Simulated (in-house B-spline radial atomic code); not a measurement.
A radial electron density 4πr²n(r) was computed for an atom or ion in its tabulated ground configuration with a B-spline radial code for spherical atoms; method: non-relativistic Hartree-Fock, average of configuration. Columns: r (bohr), 4πr²n(r) (electrons per bohr), bar.

```
 0.00733   0.1799 #
 0.00826   0.2251 #
 0.00931   0.2812 ##
  0.0105   0.3509 ##
  0.0118   0.4341 ##
  0.0133   0.5385 ###
   0.015   0.6666 ####
  0.0169   0.8209 ####
  0.0191    1.012 #####
  0.0215    1.235 #######
  0.0242    1.499 ########
  0.0273    1.816 ##########
  0.0308    2.186 ############
  0.0347    2.608 ##############
  0.0391    3.088 #################
   0.044    3.619 ###################
  0.0496    4.209 #######################
  0.0559    4.841 ##########################
   0.063    5.498 #############################
  0.0711    6.165 #################################
  0.0801    6.795 ####################################
  0.0902    7.357 #######################################
   0.102    7.825 ##########################################
   0.115    8.125 ###########################################
   0.129    8.228 ############################################
   0.146    8.103 ###########################################
   0.164    7.747 #########################################
   0.185     7.14 ######################################
   0.208    6.347 ##################################
   0.235    5.366 #############################
   0.265    4.325 #######################
   0.298    3.317 ##################
   0.336    2.375 #############
   0.379    1.581 ########
   0.427   0.9752 #####
   0.481   0.5507 ###
   0.542   0.2807 ##
   0.611   0.1273 #
   0.689  0.05057
```

Problem. Which atom or ion is it?
A. O6+
B. Ne8+
C. O5+
D. F6+

Solution. A. The area under the curve, ∫4πr²n dr = ∫r·4πr²n d(ln r) on this logarithmic grid, is 2 electrons; among the options with that count, the innermost peak, which lies near 1/Z bohr, picks Z = 8. The configuration is 1s2.
